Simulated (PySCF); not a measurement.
Isomers of C4H13NOSi, from PBE0-D3(BJ)/def2-SVP geometry optimisation, gas phase in PySCF. One conformer each, no zero-point energy, no frequencies.

Task: Which is lower in electronic energy at this level?
A. `[CH3:1][O:2][Si@@H:3]([CH3:4])[N:5]([CH3:6])[CH3:7]` with C1–O2–Si3–C4 70°, O2–Si3–N5–C6 -90°: A = 3003, B = 1452, C = 1154 MHz, dipole 0.61 D
B. `[CH3:1][C:2]([CH3:3])([CH3:4])[Si@@H:5]([NH2:6])[OH:7]` with C2–Si5–N6–H -29° and -172°, C2–Si5–O7–H -78°: A = 2695, B = 1709, C = 1433 MHz, dipole 2.12 D

Result: B. That is `CC(C)(C)[Si@@H](N)O`, 21.5 kcal/mol below the other.

| SMILES | mapped SMILES | E (Eh) | relative (kcal/mol) | relative (kJ/mol) | dipole (D) |
| --- | --- | --- | --- | --- | --- |
| CC(C)(C)[Si@@H](N)O | [CH3:1][C:2]([CH3:3])([CH3:4])[Si@@H:5]([NH2:6])[OH:7] | -579.05257 | 0.0 | 0.0 | 2.12 |
| CO[Si@@H](C)N(C)C | [CH3:1][O:2][Si@@H:3]([CH3:4])[N:5]([CH3:6])[CH3:7] | -579.01836 | 21.5 | 89.8 | 0.61 |

As drawn, the lower has an O–H bond and an N–H bond, which the higher lacks.
